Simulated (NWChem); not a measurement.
System: SnH2Cl2; SMILES [SnH2]([Cl])[Cl]

The following NWChem deck was run.

```
start job
memory heap 200 mb stack 900 mb global 1100 mb
geometry units angstroms
  Sn     0.000000     0.000000    -0.571460
  Cl    -1.883717     0.000000     0.822973
  Cl     1.883717     0.000000     0.822973
  H      0.000000     1.463662    -1.439096
  H      0.000000    -1.463662    -1.439096
end
basis spherical
  * library 3-21g
end
dft
  xc b3lyp
  iterations 150
end
driver
  maxiter 120
end
task dft optimize
task dft freq
```

Excerpt of the output:

```
             Northwest Computational Chemistry Package (NWChem) 7.3.0
             --------------------------------------------------------

 C2V symmetry detected

                             Geometry "geometry" -> ""
                             -------------------------

 Output coordinates in angstroms (scale by  1.889725989 to convert to a.u.)

  No.       Tag          Charge          X              Y              Z
 ---- ---------------- ---------- -------------- -------------- --------------
    1 Sn                  50.0000     0.00000000     0.00000000    -0.53110988
    2 Cl                  17.0000    -1.88371700     0.00000000     0.86332312
    3 Cl                  17.0000     1.88371700     0.00000000     0.86332312
    4 H                    1.0000     0.00000000     1.46366200    -1.39874588
    5 H                    1.0000     0.00000000    -1.46366200    -1.39874588

 Effective nuclear repulsion energy (a.u.)     466.6618105768

      Symmetry information
      --------------------

 Group name             C2v
 Group number             16
 Group order               4
 No. of unique centers     3

                                Z-matrix (autoz)
                                --------

 Units are Angstrom for bonds and degrees for angles

      Type          Name      I     J     K     L     M      Value
      ----------- --------  ----- ----- ----- ----- ----- ----------
    1 Stretch                  1     2                       2.34368
    2 Stretch                  1     3                       2.34368
    3 Stretch                  1     4                       1.70150
    4 Stretch                  1     5                       1.70150
    5 Bend                     2     1     3               106.97816
    6 Bend                     2     1     4               107.66150
    7 Bend                     2     1     5               107.66150
    8 Bend                     3     1     4               107.66150
    9 Bend                     3     1     5               107.66150
   10 Bend                     4     1     5               118.68240

                           NWChem Geometry Optimization
                           ----------------------------

 maximum gradient threshold         (gmax) =   0.000450
 rms gradient threshold             (grms) =   0.000300
 maximum cartesian step threshold   (xmax) =   0.001800
 rms cartesian step threshold       (xrms) =   0.001200
 fixed trust radius                (trust) =   0.300000
 source of zmatrix                         =   autoz

          -------------------
          Energy Minimization
          -------------------

 Using diagonal initial Hessian
 Scaling for Hessian diagonals: bonds = 1.00  angles = 0.25  torsions = 0.10

          --------
          Step   0

                                 NWChem DFT Module
                                 -----------------

 Summary of "ao basis" -> "ao basis" (spherical)
 ------------------------------------------------------------------------------
       Tag                 Description            Shells   Functions and Types
 ---------------- ------------------------------  ------  ---------------------
 Sn                          3-21g                  13       31   6s5p2d
 Cl                          3-21g                   7       13   4s3p
 H                           3-21g                   2        2   2s

      Symmetry analysis of basis
      --------------------------

        a1         27
        a2          5
        b1         17
        b2         12

            General Information
            -------------------
          SCF calculation type: DFT
          Wavefunction type:  closed shell.
          No. of atoms     :     5
          No. of electrons :    86
           Alpha electrons :    43
            Beta electrons :    43
          Charge           :     0
          Spin multiplicity:     1
          Use of symmetry is: on ; symmetry adaption is: on
          Maximum number of iterations: 150
          AO basis - number of functions:    61
                     number of shells:    31
          Convergence on energy requested:  1.00D-06
          Convergence on density requested:  1.00D-05
          Convergence on gradient requested:  5.00D-04

              XC Information
              --------------
                         B3LYP Method XC Potential
                     Hartree-Fock (Exact) Exchange  0.200
                        Slater Exchange Functional  0.800 local
                    Becke 1988 Exchange Functional  0.720 non-local
              Lee-Yang-Parr Correlation Functional  0.810
                  VWN I RPA Correlation Functional  0.190 local

             Grid Information
             ----------------
          Grid used for XC integration:  medium
          Radial quadrature: Mura-Knowles
          Angular quadrature: Lebedev.
          Tag              B.-S. Rad. Rad. Pts. Rad. Cut. Ang. Pts.
          ---              ---------- --------- --------- ---------
          Sn                  1.45      123           8.0       590
          Cl                  1.00       88          10.0       590
          H                   0.35       45           9.0       434
          Grid pruning is: on
          Number of quadrature shells:   256
          Spatial weights used:  Erf1

      Superposition of Atomic Density Guess
      -------------------------------------

 Sum of atomic energies:       -6911.81905975

      Non-variational initial energy
      ------------------------------

 Total energy =   -6912.255504
 1-e energy   =  -10472.672953
 2-e energy   =    3093.755638
 HOMO         =      -0.364059
 LUMO         =       0.027213

      Symmetry analysis of molecular orbitals - initial
      -------------------------------------------------

  Numbering of irreducible representations:

     1 a1          2 a2          3 b1          4 b2

  Orbital symmetries:

     1 a1          2 a1          3 b1          4 a1          5 b2
     6 a1          7 b1          8 a1          9 b2         10 a1
    11 b1         12 b1         13 a1         14 b2         15 a2
    16 a1         17 a1         18 b1         19 b1         20 a1
    21 b2         22 b1         23 a2         24 a1         25 a1
    26 b2         27 a1         28 b1         29 b1         30 a1
    31 b2         32 a2         33 a1         34 a1         35 b1
    36 a1         37 b1         38 a1         39 b2         40 a2
    41 b1         42 a1         43 b2         44 a1         45 b1
    46 a1         47 b2         48 a1         49 b2         50 a1
    51 b1         52 b1         53 a1

   convergence    iter        energy       DeltaE   RMS-Dens  Diis-err
 ---------------- ----- ----------------- --------- --------- ---------
 d= 0,ls=0.0,diis     1  -6916.0431647475 -7.38D+03  2.53D-02  4.80D-01
 d= 0,ls=0.0,diis     2  -6916.0477957877 -4.63D-03  1.45D-02  3.19D-01
 d= 0,ls=0.0,diis     3  -6916.1051610910 -5.74D-02  2.96D-03  3.26D-02
 d= 0,ls=0.0,diis     4  -6916.1102593581 -5.10D-03  6.43D-04  5.71D-04
 d= 0,ls=0.0,diis     5  -6916.1103818293 -1.22D-04  6.59D-05  4.77D-06
  Resetting Diis
 d= 0,ls=0.0,diis     6  -6916.1103829937 -1.16D-06  1.41D-05  3.48D-07
 d= 0,ls=0.0,diis     7  -6916.1103830770 -8.33D-08  7.01D-07  2.50D-10

         Total DFT energy =    -6916.110383077023
      One electron energy =   -10470.805474724129
           Coulomb energy =     3306.508922913998
    Exchange-Corr. energy =     -218.475641843706
 Nuclear repulsion energy =      466.661810576815

 Numeric. integr. density =       86.000018512794

                  Occupations of the irreducible representations
                  ----------------------------------------------

                     irrep           alpha         beta
                     --------     --------     --------
                     a1               19.0         19.0
                     a2                4.0          4.0
                     b1               12.0         12.0
                     b2                8.0          8.0

                       DFT Final Molecular Orbital Analysis
                       ------------------------------------

[...]

      ----------------------
      Optimization converged
      ----------------------

  Step       Energy      Delta E   Gmax     Grms     Xrms     Xmax
  ---- ---------------- -------- -------- -------- -------- --------
@    5   -6916.11403273 -7.0D-08  0.00005  0.00002  0.00035  0.00062
                                     ok       ok       ok       ok

                                Z-matrix (autoz)
                                --------

 Units are Angstrom for bonds and degrees for angles

      Type          Name      I     J     K     L     M      Value     Gradient
      ----------- --------  ----- ----- ----- ----- ----- ---------- ----------
    1 Stretch                  1     2                       2.42019   -0.00001
    2 Stretch                  1     3                       2.42019   -0.00001
    3 Stretch                  1     4                       1.73093    0.00002
    4 Stretch                  1     5                       1.73093    0.00002
    5 Bend                     2     1     3               108.09490   -0.00005
    6 Bend                     2     1     4               107.36406    0.00001
    7 Bend                     2     1     5               107.36406    0.00001
    8 Bend                     3     1     4               107.36406    0.00001
    9 Bend                     3     1     5               107.36406    0.00001
   10 Bend                     4     1     5               118.89605   -0.00001

                         Geometry "geometry" -> "geometry"
                         ---------------------------------

 Output coordinates in angstroms (scale by  1.889725989 to convert to a.u.)

  No.       Tag          Charge          X              Y              Z
 ---- ---------------- ---------- -------------- -------------- --------------
    1 Sn                  50.0000     0.00000000     0.00000000    -0.53681647
    2 Cl                  17.0000    -1.95914980     0.00000000     0.88411170
    3 Cl                  17.0000     1.95914980     0.00000000     0.88411170
    4 H                    1.0000     0.00000000     1.49062007    -1.41668118
    5 H                    1.0000     0.00000000    -1.49062007    -1.41668118

 Effective nuclear repulsion energy (a.u.)     452.1662027293

      Symmetry information
      --------------------

 Group name             C2v
 Group number             16
 Group order               4
 No. of unique centers     3

                Final and change from initial internal coordinates
                --------------------------------------------------

                                Z-matrix (autoz)
                                --------

 Units are Angstrom for bonds and degrees for angles

      Type          Name      I     J     K     L     M      Value       Change
      ----------- --------  ----- ----- ----- ----- ----- ---------- ----------
    1 Stretch                  1     2                       2.42019    0.07651
    2 Stretch                  1     3                       2.42019    0.07651
    3 Stretch                  1     4                       1.73093    0.02943
    4 Stretch                  1     5                       1.73093    0.02943
    5 Bend                     2     1     3               108.09490    1.11674
    6 Bend                     2     1     4               107.36406   -0.29744
    7 Bend                     2     1     5               107.36406   -0.29744
    8 Bend                     3     1     4               107.36406   -0.29744
    9 Bend                     3     1     5               107.36406   -0.29744
   10 Bend                     4     1     5               118.89605    0.21365

 ==============================================================================
                                internuclear distances
 ------------------------------------------------------------------------------
       center one      |      center two      | atomic units |  angstroms
 ------------------------------------------------------------------------------
    2 Cl               |   1 Sn               |     4.57349  |     2.42019
    3 Cl               |   1 Sn               |     4.57349  |     2.42019
    4 H                |   1 Sn               |     3.27098  |     1.73093
    5 H                |   1 Sn               |     3.27098  |     1.73093
 ------------------------------------------------------------------------------
                         number of included internuclear distances:          4
 ==============================================================================

[second-derivative integrals and response iterations left out]

  Vibrational analysis via the FX method

  See chapter 2 in "Molecular Vibrations" by Wilson, Decius and Cross

  Vib: Default input used

[...]

 Rotational Constants
 --------------------
 A=   0.173668 cm-1  (  0.249864 K)
 B=   0.061769 cm-1  (  0.088869 K)
 C=   0.046694 cm-1  (  0.067180 K)

 Temperature                      =   298.15K
 frequency scaling parameter      =   1.0000

 Zero-Point correction to Energy  =    9.831 kcal/mol  (  0.015667 au)
 Thermal correction to Energy     =   13.023 kcal/mol  (  0.020754 au)
 Thermal correction to Enthalpy   =   13.615 kcal/mol  (  0.021697 au)

 Total Entropy                    =   75.843 cal/mol-K
   - Translational                =   41.610 cal/mol-K (mol. weight = 189.8552)
   - Rotational                   =   26.179 cal/mol-K (symmetry #  =        2)
   - Vibrational                  =    8.054 cal/mol-K

 Cv (constant volume heat capacity) =   15.684 cal/mol-K
   - Translational                  =    2.979 cal/mol-K
   - Rotational                     =    2.979 cal/mol-K
   - Vibrational                    =    9.725 cal/mol-K

[normal modes left out]

 ----------------------------------------------------------------------------
 Normal Eigenvalue ||           Projected Infra Red Intensities
  Mode   [cm**-1]  || [atomic units] [(debye/angs)**2] [(KM/mol)] [arbitrary]
 ------ ---------- || -------------- ----------------- ---------- -----------
    1       -0.000 ||    0.000179           0.004         0.174       0.039
    2       -0.000 ||    0.001236           0.029         1.205       0.270
    3       -0.000 ||    0.001984           0.046         1.934       0.433
    4       -0.000 ||    0.002030           0.047         1.979       0.443
    5        0.000 ||    0.000336           0.008         0.328       0.073
    6        0.000 ||    0.002496           0.058         2.433       0.545
    7      106.187 ||    0.007820           0.180         7.623       1.707
    8      349.005 ||    0.021895           0.505        21.344       4.779
    9      362.657 ||    0.058014           1.338        56.554      12.663
   10      390.151 ||    0.042094           0.971        41.036       9.188
   11      488.442 ||    0.000000           0.000         0.000       0.000
   12      630.108 ||    0.203734           4.700       198.610      44.471
   13      667.082 ||    0.153149           3.533       149.297      33.430
   14     1933.178 ||    0.058670           1.354        57.195      12.807
   15     1953.287 ||    0.133548           3.081       130.190      29.151
 ----------------------------------------------------------------------------
```

Level: B3LYP/3-21G, non-relativistic.
